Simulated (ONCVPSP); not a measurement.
# An all-electron radial function and its pseudo partner (silicon (Si))

Columns: radius, all-electron u(r) and pseudo u(r) of the 2p shell (level -105.08 eV) of silicon in the configuration [He] 2s2 2p6 3s2 3p1; PBE, scalar-relativistic, ONCV scheme, ONCVPSP 4.0.1.

| r (bohr) | all-electron | pseudo |
| --- | --- | --- |
| 0.055 | 0.1818 | 0.0797 |
| 0.110 | 0.5070 | 0.2957 |
| 0.165 | 0.8135 | 0.5935 |
| 0.220 | 1.0476 | 0.9024 |
| 0.275 | 1.2020 | 1.1591 |
| 0.330 | 1.2850 | 1.3259 |
| 0.385 | 1.3108 | 1.3945 |
| 0.440 | 1.2941 | 1.3813 |
| 0.495 | 1.2474 | 1.3144 |
| 0.550 | 1.1811 | 1.2213 |
| 0.605 | 1.1031 | 1.1218 |
| 0.660 | 1.0192 | 1.0253 |
| 0.715 | 0.9334 | 0.9344 |
| 0.770 | 0.8488 | 0.8487 |
| 0.825 | 0.7673 | 0.7672 |
| 0.880 | 0.6902 | 0.6901 |
| 0.935 | 0.6183 | 0.6182 |
| 0.990 | 0.5519 | 0.5518 |
| 1.045 | 0.4910 | 0.4909 |
| 1.100 | 0.4357 | 0.4357 |
| 1.155 | 0.3858 | 0.3857 |
| 1.210 | 0.3408 | 0.3408 |
| 1.265 | 0.3006 | 0.3006 |
| 1.320 | 0.2649 | 0.2648 |
| 1.375 | 0.2330 | 0.2330 |
| 1.430 | 0.2049 | 0.2048 |

(1) How many radial nodes do the two functions have?

(2) At about which radius was the pseudo-wave matched?

(3) Where does each function peak?

(4) Is the pseudo-wave norm-conserving?

Results:

(1) The all-electron 2p function has n − l − 1 = 0; the pseudo-wave has 0.

(2) 0.80 bohr, where the columns begin to agree (steps of 0.06 bohr).

(3) Outermost all-electron maximum near 0.39 bohr, pseudo maximum near 0.39 bohr (to the table’s step).

(4) Yes: the ONCV scheme keeps the norm inside the radius equal to the all-electron one, which fixes the energy derivative of the logarithmic derivative at the level.
